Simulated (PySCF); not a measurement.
Coordinates in bohr (charge 0 multiplicity 2):
```
Pd   -0.0235    0.0529    0.0000
H    -0.0036   -3.2980   -0.7642
H    -0.0036   -3.2980    0.7642
H     2.7766    1.0408    0.0000
```

All numbers come from UPBE0 in PySCF with Pd def2-TZVP with ECP28, H def2-TZVP; scalar-relativistic core potentials, no spin–orbit coupling; density-fitted integrals.

This geometry of PdH₃ is a stationary point at this level.

**Question.** What is the point group?

**Answer.** Cs.

**Question.** Is it a minimum?

**Answer.** Yes: all harmonic wavenumbers are real.

**Question.** List the harmonic modes with their infrared intensities.

**Answer.** 
```tsv
symmetry	ω (cm⁻¹)	IR (km/mol)
a''	297	12.7
a'	374	27.0
a'	680	52.1
a''	1090	1.2
a'	1902	55.1
a'	3502	56.0
```

**Question.** Give the atomic charges and bond orders.

**Answer.** 
| atom | Mulliken | Löwdin | polar tensor | spin (Mulliken) | Mayer order to Pd1 |
| --- | --- | --- | --- | --- | --- |
| Pd1 | -0.03 | -0.18 | 0.10 | 0.69 | – |
| H2,3 | 0.04 | 0.10 | 0.06 | 0.02 | 0.29 |
| H4 | -0.06 | -0.03 | -0.22 | 0.26 | 0.98 |
Other Mayer orders above 0.3: H–H 0.73.

**Question.** What is the atomisation energy, with and without zero-point energy?

**Answer.** 695 kJ/mol without, 648 kJ/mol with.

This need not be the most stable arrangement of these atoms. With open d or f shells other occupations or spin states may lie lower.
